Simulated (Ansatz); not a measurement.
Mulliken charges of ClH$_{4}$InO$_{2}$Si, SMILES `[OH][In]([Cl])[O][SiH3]` from r2SCAN/def2-TZVPP in Ansatz (PBE0-D4/def2-TZVP geometry).

```csv
atom,x (Å),y (Å),z (Å),charge (e)
O1,1.930,1.645,0.020,-0.495
In2,1.661,-0.288,0.237,1.020
Cl3,3.382,-1.740,0.628,-0.341
O4,-0.163,-1.014,0.111,-0.560
Si5,-1.627,-0.343,-0.151,0.461
H6,1.095,2.098,-0.138,0.203
H7,-1.506,1.138,-0.336,-0.112
H8,-2.246,-0.909,-1.378,-0.088
H9,-2.526,-0.588,1.008,-0.088
```

Problem. By hand: the dipole of these point charges (1 e Å = 4.8032 D).

Solution. Σ q r = (-0.262, 0.325, -0.072) e Å, of length 0.424 e Å = 2.04 D.

Problem. How does the dipole of the full density compare? (Best estimate.)

Solution. Computed: (-0.207, 0.189, -0.048) e Å, 1.37 D; the point charges give 1.49 times that, at 9° from its direction.

Point charges leave out the atoms' own dipoles, such as those of lone pairs, and Mulliken's split depends on the basis, so the two needn't agree.
